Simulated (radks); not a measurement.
Effect of the nuclear size on neutral iron, [Ar] 3d6 4s2. Calculated with a radial shooting solver on a logarithmic mesh with Libxc functionals: Dirac Kohn-Sham, PBE, spin-unpolarised, spherical densities, finite nucleus; open shells fill j = l - 1/2 first; Fermi nuclear charge, rms radius 3.7377 fm. The rms radius is varied about that value; shifts are against it.

rms radius (fm)  total energy shift (eV)  density at nucleus (e/bohr^3)  1s1/2 shift (meV)  2s1/2 shift (meV)  2p1/2 shift (meV)  3s1/2 shift (meV)
3.2817                           -0.0254                      1.518e+04              -10.8             -0.970              0.103             -0.135
3.4648                           -0.0156                      1.515e+04              -6.61             -0.595              0.064             -0.083
3.7377                                 0                       1.51e+04              0.000              0.000              0.000              0.000
4.0591                            0.0198                      1.505e+04               8.40              0.756             -0.081              0.106
4.5264                            0.0514                      1.498e+04               21.8               1.96             -0.209              0.274

Slopes of the eigenvalues against <r^2> in GHz/fm^2, as finite differences over the two radii next to the reference (eigenvalue slopes, not the field-shift constants of lines): 1s1/2 811, 2s1/2 73.1, 2p1/2 -7.80, 3s1/2 10.2.
